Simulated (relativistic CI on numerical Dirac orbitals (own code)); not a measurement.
# Sb: computed level list

Computed by Dirac-Coulomb-Breit CI, separate exchange-only KLI orbitals for each configuration, model QED, valence Slater integrals scaled by 0.85, configuration energies shifted to the measured levels that pair with them (semi-empirical) (own radial code, finite nucleus).

Configurations in the expansion (outside the closed core [Kr] 4d10): 5s2 5p3, 5s2 5p2 6s, 5s2 5p2 5d, 5s 5p4, 5s2 5p2 7s, 5s2 5p2 6p, 5s2 5p2 7p, 5s2 5p2 6d, 5s2 5p 5d2, 5s2 5p2 4f, 5s2 5p2 7d, 5s2 5p2 5f, 5s2 5p2 5g, 5s2 5p2 6f, 5s2 5p2 7f, 5p5. Levels of other configurations are missing.

```tsv
No.	Configuration	Term	J	E (cm⁻¹)	%	Landé g	Lifetime (s)
41	5s2 5p2 5d	2D	3/2	60237.5	27	0.936	1.34e-08
42	5s2 5p2 5d	2D	5/2	60297.5	21	1.223	2.18e-08
43	5s2 5p2 7p‡	4D°	1/2	60580.9	57	0.659	1.44e-07
44	5s2 5p2 7s‡	4P	3/2	60584.0	77	1.601	1.46e-08
45	5s2 5p2 7p‡	4D°	3/2	60761.0	32	1.345	8.98e-08
46	5s2 5p2 5d	2F	7/2	61353.3	66	1.172	4.57e-09
47	5s2 5p2 7s‡	2P	1/2	61477.6	54	0.896	3.67e-09
48	5s2 5p2 5d	2D	5/2	61637.8	43	1.293	6.53e-09
49	5s2 5p2 5d	2D	3/2	61774.3	34	0.959	7.78e-09
50	5s2 5p2 6d‡	4F	5/2	62429.0	35	1.223	8.15e-09
51	5s2 5p2 6d‡	4F	3/2	62852.3	35	1.153	9.06e-09
52	5s2 5p2 7s‡	4P	5/2	63272.2	83	1.541	8.45e-09
53	5s2 5p2 7p‡	2S°	1/2	63311.9	35	1.541	
54	5s2 5p2 6d‡	4D	1/2	63400.0	27	1.643	9.48e-09
55	5s2 5p2 4f‡	2G°	7/2	63473.1	24	1.142	2.29e-08
56	5s2 5p2 4f‡	4G°	5/2	63474.7	41	0.866	2.37e-08
57	5s2 5p2 7p‡	4D°	5/2	63482.5	57	1.383	
58	5s2 5p2 7p‡	4D°	3/2	63523.6	47	1.487	
59	5s2 5p2 7s‡	2P	3/2	63545.7	54	1.304	8.64e-09
60	5s2 5p2 7p‡	2D°	3/2	63623.5	58	1.076	
61	5s2 5p2 7p‡	4P°	1/2	63860.0	44	1.660	1.10e-07
62	5s2 5p2 6d‡	4F	7/2	63873.9	51	1.283	5.54e-08
63	5s2 5p2 7d‡	4F	5/2	64087.6	16	1.177	5.17e-08
64	5s2 5p2 7d‡	4F	3/2	64107.7	31	0.911	2.15e-08
65	5s2 5p2 6d‡	4D	1/2	64601.0	48	1.052	7.26e-09
66	5s2 5p2 6d‡	2P	3/2	64707.6	26	1.042	9.80e-09
67	5s2 5p2 6p‡	2D°	5/2	64798.3	74	1.233	4.35e-08
68	5s2 5p2 6d‡	2F	5/2	64818.5	46	1.058	1.52e-08
69	5s2 5p2 6p‡	2F°	5/2	65204.5	79	0.940	4.63e-08
70	5s2 5p2 6p‡	2D°	3/2	65264.4	68	0.971	3.39e-08
71	5s2 5p2 6d‡	4D	3/2	65297.3	56	1.152	8.35e-09
72	5s2 5p2 6p‡	2F°	7/2	65304.4	87	1.179	4.27e-08
73	5s2 5p2 5d	2D	3/2	65452.2	45	0.988	9.14e-09
74	5s2 5p2 5d	2D	5/2	65468.3	39	1.220	1.29e-08
75	5s2 5p2 6p‡	2P°	1/2	65621.8	67	0.994	6.03e-08
76	5s2 5p2 5g‡	4F	9/2	65823.3	25	1.112	
77	5s2 5p2 5g‡	4H	7/2	65823.5	39	0.889	
78	5s2 5p2 6d‡	4D	5/2	65831.1	32	1.203	5.00e-09
79	5s2 5p2 5f‡	2G°	7/2	65840.4	24	1.145	4.91e-08
80	5s2 5p2 5f‡	4G°	5/2	65841.9	41	0.858	
81	5s2 5p2 6p‡	2P°	3/2	65915.0	45	1.314	6.12e-08
82	5s2 5p2 5d	2F	7/2	66117.7	41	1.160	3.82e-08
83	5s2 5p2 7p‡	4P°	5/2	66221.9	45	1.413	
84	5s2 5p2 7p‡	4D°	7/2	66243.4	83	1.383	
85	5s2 5p2 6d‡	2P	1/2	66304.4	47	0.689	1.99e-08
86	5s2 5p2 4f‡	4G°	5/2	66338.1	46	0.922	2.39e-08
87	5s2 5p2 4f‡	4D°	7/2	66340.0	47	1.188	2.42e-08
88	5s2 5p2 7p‡	4S°	3/2	66380.9	48	1.771	
89	5s2 5p2 6d‡	4F	9/2	66405.0	80	1.297	1.27e-07
90	5s2 5p2 4f‡	4G°	9/2	66406.2	48	1.218	2.42e-08
91	5s2 5p2 4f‡	4G°	7/2	66408.1	38	1.022	2.33e-08
92	5s2 5p2 4f‡	4F°	3/2	66442.0	64	0.618	2.48e-08
93	5s2 5p2 4f‡	2F°	5/2	66443.2	35	1.078	2.35e-08
94	5s2 5p2 6d‡	4D	7/2	66641.6	56	1.323	1.53e-07
95	5s2 5p2 6s	2S	1/2	66697.6	52	1.941	2.38e-09
96	5s2 5p2 7p‡	2D°	5/2	66802.9	63	1.241	5.36e-08
97	5s2 5p2 7d‡	4F	5/2	66854.8	28	1.082	1.12e-08
98	5s2 5p2 6d‡	2D	3/2	66934.4	24	0.905	3.49e-08
99	5s2 5p2 7p‡	2P°	1/2	66967.0	38	1.130	
100	5s2 5p2 7d‡	4P	5/2	67007.5	25	1.299	6.38e-08
101	5s2 5p2 7d‡	4F	3/2	67147.4	26	1.157	1.10e-07
102	5s2 5p2 6f‡	2G°	7/2	67183.6	24	1.143	2.91e-08
103	5s2 5p2 6f‡	4G°	5/2	67185.4	41	0.858	2.87e-08
104	5s2 5p2 7d‡	4F	7/2	67205.1	43	1.272	8.00e-08
105	5s2 5p2 7d‡	4D	1/2	67285.9	67	0.480	1.58e-07
106	5s2 5p2 6p‡	2P°	3/2	67287.0	37	1.250	
107	5s2 5p2 5d	2G	7/2	67863.7	69	0.966	4.79e-08
108	5s2 5p2 5d	2G	9/2	67876.1	83	1.144	
109	5s2 5p2 7f‡	2G°	7/2	67988.7	24	1.143	
110	5s2 5p2 7f‡	4G°	5/2	67988.8	41	0.857	6.73e-08
```

Energies count from the lowest computed level; ° marks odd parity; lifetimes are radiative, by E1, M1, E2, M2, E3 decay to levels of this space only; some are left blank where a channel outside the calculation adds to the decay or the decay crosses a small, uncertain gap. ‡ marks configurations that were not tied to measured data.

The mean weight of the leading LS term, summed over parents, in these 70 levels is 46 %, and that of the leading jj configuration (from the same eigenvectors) 62 %, so jj coupling describes them better and the LS labels are nominal.

Configurations whose levels could be paired with our table of measured levels were shifted onto them, all but the ground configuration, by the median error of their levels; single terms can still be off by 1,000 to 2,000 cm⁻¹ or more, and rates follow the energies as ν³ (E1, M1) or ν⁵ (E2). The others borrow a shift and can be off by several thousand cm⁻¹ or more. The fine structure of a lone outer electron comes out too small, for d and f at times inverted, and misplaced configurations move strength between like terms. 14 of the 20 excited levels that our extract of the measured tables holds in this range could be paired (the sources list more); they are missed by 459 cm⁻¹ on average and 1597 at most, after the shifts were fitted to these levels, and levels without a partner can miss by more.

LS names give the leading component of a level, which can be under half, so a name can repeat, a term be missing and a line seem to break the LS rules.
